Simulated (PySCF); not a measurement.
Species: C6H12SSi2.
Structure used (PBE0-D3(BJ)/def2-SVP), in Å, numbered top down from 1:
```xyz
21
C6H12SSi2 angstrom
C     -2.6434   -0.9358   -0.4583
C     -1.6711   -0.2228   -1.0341
C     -0.6564   -0.8125   -1.9631
C     -1.5427    1.2649   -0.7673
C     -0.2521    1.6046   -0.1860
C      0.8516    1.8229    0.2858
Si     2.5271    1.8718    0.9973
S      3.3014   -0.1360    1.0434
Si     1.6024   -1.1008    1.9536
H     -3.3631   -0.4768    0.2251
H     -2.7503   -2.0063   -0.6531
H      0.3630   -0.6680   -1.5684
H     -0.8227   -1.8878   -2.1119
H     -0.6881   -0.3154   -2.9474
H     -2.3514    1.6045   -0.1008
H     -1.6582    1.8219   -1.7159
H      2.4698    2.4488    2.3709
H      3.4616    2.6600    0.1479
H      1.0377   -0.2375    3.0336
H      0.5376   -1.4110    0.9582
H      2.1234   -2.3704    2.5372
```

Level: PBE0/pcSseg-1 in PySCF, non-relativistic, on one gas-phase PBE0-D3(BJ)/def2-SVP geometry that isn't relaxed in the solvent. The solvent is an IEF-PCM continuum (van der Waals radii × 1.2). The model holds no explicit solvent molecules, cavitation or dispersion.

| run | E − E(gas) (kcal/mol) | HOMO (eV) | HOMO–LUMO gap (eV) | dipole (D) |
| --- | --- | --- | --- | --- |
| gas | 0.00 | -7.35 | 6.67 | 2.51 |
| P | -4.02 | -7.37 | 6.69 | 3.24 |
| Q | -2.83 | -7.36 | 6.71 | 3.04 |

Q: The runs were made in chloroform and dimethylsulfoxide. Which run belongs to which solvent?

A: P = dimethylsulfoxide, Q = chloroform. The dielectric constants are 4.711 (chloroform), 46.83 (dimethylsulfoxide), and the energy falls further as ε rises. In this model the ground state sees the solvent through ε alone.

Q: How constant is the ratio of the lowering to (ε − 1)/(2ε + 1)?

A: 
```tsv
solvent	(ε − 1)/(2ε + 1)	E − E(gas) (kcal/mol)	ratio (kcal/mol)	polarisation term (kcal/mol)
chloroform	0.356	-2.83	-8.0	-3.10
dimethylsulfoxide	0.484	-4.02	-8.3	-4.56
```

The ratio changes by +4.3 % in size from chloroform to dimethylsulfoxide. The polarisation term is half the interaction of the solute with the induced surface charges.
